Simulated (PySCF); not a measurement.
Magnetic susceptibility: `O=C[C@@]12[C@H]3[C@H]4[C@@H]1[C@]2(F)[C@]43F`, C₇H₄F₂O

Geometry:
```tsv
atom	x (Å)	y (Å)	z (Å)
O1	3.013	0.264	0.182
C2	2.084	-0.498	0.184
C3	0.688	-0.126	0.028
C4	-0.043	1.215	-0.195
C5	-1.155	0.489	-0.931
C6	-0.451	-0.863	-0.697
C7	-0.537	-0.661	0.774
F8	-0.574	-1.544	1.773
C9	-1.237	0.699	0.557
F10	-2.147	1.345	1.294
H11	2.220	-1.591	0.316
H12	0.339	2.211	-0.306
H13	-1.800	0.821	-1.721
H14	-0.400	-1.761	-1.282
```

Computed, not measured: GIAO CAM-B3LYP/pcSseg-1 magnetisability, rotational g tensor and spin-rotation constants, non-relativistic, gas phase (PySCF 2.14.0). Geometry: GFN2-xTB.

Question: How diamagnetic is it, and how anisotropic?

Answer: Isotropic -1094 × 10⁻³⁰ J/T², or -65.9 × 10⁻⁶ cm³/mol; principal values -1437, -1030, -815 × 10⁻³⁰ J/T², anisotropy 547 × 10⁻³⁰ J/T² (root of half the summed squared differences of the principal values). The susceptibility is in cgs units.

Question: Split it along the inertial axes a, b, c into diamagnetic and paramagnetic parts about the centre of mass, with the quadrupole moment.

Answer: 
| axis | χ (10⁻⁶ cm³/mol) | diamagnetic (10⁻⁶ cm³/mol) | paramagnetic (10⁻⁶ cm³/mol) | summed x² of all electrons (Å²) | quadrupole Θ (D Å) |
| --- | --- | --- | --- | --- | --- |
| a | -66.2 | -592.6 | 526.4 | 196.7 | -12.46 |
| b | -71.0 | -1058.6 | 987.6 | 86.9 | +4.84 |
| c | -60.4 | -1203.2 | 1142.8 | 52.8 | +7.62 |

Anisotropies 2χaa − χbb − χcc = -1.0 and 2χbb − χaa − χcc = -15.3 × 10⁻⁶ cm³/mol. Θ is traceless in Buckingham's convention.

Question: And the rotational g tensor?

Answer: 
| axis | rotational constant (GHz) | g | nuclear part | electronic part |
| --- | --- | --- | --- | --- |
| a | 2.2821 | -0.0314 | 0.5330 | -0.5643 |
| b | 1.1535 | -0.0188 | 0.5164 | -0.5352 |
| c | 0.9928 | -0.0219 | 0.5112 | -0.5330 |

Asymmetric top; isotopes 12C, 19F, 1H, 16O; no vibrational averaging.
